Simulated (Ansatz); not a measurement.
The cluster B5N4⁺, relaxed as a singlet with RKS r2SCAN-D4/def2-SVP in Ansatz, starting from the GFN1-xTB geometry. Force threshold 0.02 eV/Å.

The restricted singlet is unstable towards broken spin symmetry in Hartree–Fock (as tested in another run); at r2SCAN-D4/def2-SVP this wasn't settled. Another isomer (singlet) lies 4.35 eV lower at PBE0-D4/def2-TZVP; other spin states weren't run for this one.

Start:

```xyz
9

B    -1.020   -0.502    0.809
B    -0.288    1.553   -3.826
B    -0.146    0.565   -1.390
B     1.125   -0.123    0.739
B     0.221   -0.959    2.359
N     1.466   -0.577    1.938
N    -0.038    0.038   -0.088
N    -1.103   -1.033    2.023
N    -0.217    1.038   -2.565
```

(1) Estimate the energy that the relaxation releases and the steps that it takes.

(2) Does the start keep its bonding and symmetry?

(3) Predict the relaxed structure.

Answers

(1) 0.08 eV, in 5 steps; 4 s on 4 threads of Intel Xeon 6975P-C on a shared host. No frequencies were taken in this run, so the end may be a saddle point.

(2) By distances, no bond broke or formed. The bond that changes most is B1–B5, from 2.04 to 1.95 Å (atoms count from 1). Point group Cs at the start, C2v at the end, both within 0.05 Å; within 0.015 Å the end is C2.

(3) 
Cartesian coordinates in Å:
```
B -0.9888 -0.5048 0.8187
B -0.3255 1.5526 -3.8265
B -0.1242 0.5653 -1.3953
B 1.1228 -0.1423 0.7772
B 0.2016 -0.9342 2.3040
N 1.4712 -0.5863 1.9697
N -0.0132 0.0399 -0.0987
N -1.1230 -1.0317 2.0208
N -0.2207 1.0416 -2.5700
```
Bond lengths: 9 × B–N 1.27 to 1.45 Å; 2 × B–B 1.95 Å.
